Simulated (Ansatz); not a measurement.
```xyz
2

Rh    0.0000    0.0000    0.0000
Rh    0.0000    0.0000    2.2800
```

Basis set: def2-TZVPP (spherical functions, with the set's core potentials past Kr). Charge 0, multiplicity 5.

Computed with Ansatz (development build ahead of 0.2.0); each method stands on the lowest determinant of its kind that the runs found.

The atomization energy at this shape (free ground-state atoms in the same class of orbitals less the molecule, no zero-point energy) of quintet Rh₂:

```json
{"method": "UHF", "atomization energy": "-0.84 eV"}
```

Problem. What does PBE (unrestricted) give?

Solution. 3.24 eV. Caution: other spin multiplicities were not run.

The shape needn't be a minimum at these levels.
